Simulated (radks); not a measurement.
Spherical quantum dot in the effective-mass picture: electrons in a parabolic well V = omega^2 r^2 / 2 with omega = 0.181, all in effective atomic units (hartree* = m*/eps^2 hartree, bohr* = eps/m* bohr), one dielectric constant everywhere. Calculated with a radial shooting solver with Libxc functionals: non-relativistic Kohn-Sham, LDA (Slater exchange, Perdew-Wang correlation), spin-polarised, spherical densities. Levels are named by radial order and angular momentum (1s, 1p, 1d, 2s, ...), and open shells are averaged over m. Results are scaled to m* = 0.044 and eps = 8.5, for which hartree* = 16.57 meV and bohr* = 10.22 nm. At N = 7 the configuration is 1s2 1p(up 3, down 2). Does electron 8 go into 1d up or 1p down or 1d down?

Answer. Into 1p down. The total energies of the other choices lie higher by 1.41 meV (1d up), 1.54 meV (1d down).
